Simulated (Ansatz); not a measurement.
Relaxation of ClFGaH (4 atoms, charge 0, multiplicity 1), to a largest force component of 0.03 eV/Å in at most 50 steps.

Computed with Ansatz 0.2.0, UKS B3LYP-D4/def2-SVP.

```xyz
4
Properties=species:S:1:pos:R:3
Ga -0.756 -0.951 -0.402
F -0.094 0.153 -1.646
H 0.114 0.063 0.530
Cl 0.736 0.734 1.518
```

Question: Where does it end, and by what steps?

Answer: The forces met the threshold. After 11 steps the energy has fallen by 1.335 eV; H3 moved furthest, 0.75 Å. Parted: Ga1–H3 (1.63 → 2.66 Å).

```
step  energy less start (eV)  largest force component (eV/Å)  accepted
   0                  0.0000                           1.926       yes
   1                 -0.4952                           1.374       yes
   2                 -0.7807                           0.593       yes
   3                 -0.9244                           0.425       yes
   4                 -1.0283                           1.081       yes
   5                 -1.1541                           1.238       yes
   6                 -1.2870                           0.536       yes
   7                 -1.2810                           0.986        no
   8                 -1.3287                           0.085       yes
   9                 -1.3345                           0.146       yes
  10                 -1.3353                           0.032       yes
  11                 -1.3353                           0.013       yes
```

```xyz
4
Properties=species:S:1:pos:R:3
Ga -1.037 -1.285 -0.664
F -0.046 0.150 -1.247
H 0.519 0.649 0.302
Cl 0.564 0.486 1.608
```

Run time: 25 s on 2 threads of Intel(R) Xeon(R) Platinum 8259CL CPU @ 2.50GHz (Skylake/Cascade Lake), with other jobs on the host, peak memory 0.21 GiB.
